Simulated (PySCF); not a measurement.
PtCl₃⁺, quintet: data card

Computed with UPBE in PySCF with Pt def2-SVP with ECP60, Cl def2-SVP; scalar-relativistic core potentials, no spin–orbit coupling; density-fitted integrals.

The structure is a minimum.

| Property | Result |
| --- | --- |
| Point group | D3h |
| Bond lengths | Pt–Cl 2.254 Å (×3) |
| Bond angles | Cl–Pt–Cl 120.0° (×3) |
| Enthalpy at 298.15 K above 0 K | 19.16 kJ/mol |
| Rotational symmetry number | 6 |
| Heat capacity Cp at 298.15 K | 77.9 J/(mol K) |
| Zero-point energy | 7.4 kJ/mol |
| Lowest empty level (β) | -12.75 eV |
| Principal quadrupole moments (Buckingham, traceless) about the centre of mass | -9.25, 4.62, 4.62 D Å |
| Rotational constants | 0.06323, 0.06323, 0.03162 cm⁻¹ |
| Spin squared ⟨S²⟩ | 6.004 |
| Highest occupied level (α) | -12.72 eV |
| Dipole moment about the centre of mass | 0.00 D |
| Entropy at 298.15 K and 1 bar (electronic part: spin only) | 369.4 J/(mol K) |
| Principal polarisabilities | 34.0, 99.5, 99.5 bohr³ |

Harmonic modes (masses in u: Pt 194.965, Cl 34.969):
| symmetry | ω (cm⁻¹) | IR (km/mol, summed over degenerate members) |
| --- | --- | --- |
| e' | 59 | 1.5 |
| a2'' | 70 | 0.4 |
| e' | 345 | 4.3 |
| a1' | 351 | 0.0 |

In D3h the vibrations span 2e' + a2'' + a1'. The a1' mode carries no infrared intensity, as symmetry demands.

Charges (e):
| atom | Mulliken | Löwdin | polar tensor | spin (Mulliken) | Mayer order to Pt1 |
| --- | --- | --- | --- | --- | --- |
| Pt1 | 0.58 | -0.33 | 0.68 | 1.54 | – |
| Cl2,3,4 | 0.14 | 0.44 | 0.11 | 0.82 | 1.16 |

Mulliken populations on Pt1 (electrons outside its core potential): s 2.75, p 6.29, d 8.36, f 0.02.

Outer orbital energies (eV). α occupied: -15.18, -15.12, -14.51, -14.45, -13.92, -13.92, -12.72, -12.72; empty: -7.62, -5.05, -3.46, -3.46. β occupied: -17.00, -15.52, -15.52, -14.57, -14.57, -14.18, -13.88, -13.87; empty: -12.75, -12.75, -11.74, -11.74.

Only a few start shapes were tried, so a lower isomer may exist. With open d or f shells other occupations or spin states may lie lower. At this level a triplet minimum of C2v symmetry lies 59 kJ/mol below this structure. Spin–orbit coupling, left out here, can matter for elements this heavy.

The final relaxation and frequency run took 27 s on 2 threads of a shared Intel Xeon 6975P-C (Granite Rapids) host, with 86 basis functions and 6 gradients; the process peaked at 0.92 GiB. Launch command: `OMP_NUM_THREADS=2 python axn.py task.json out`.
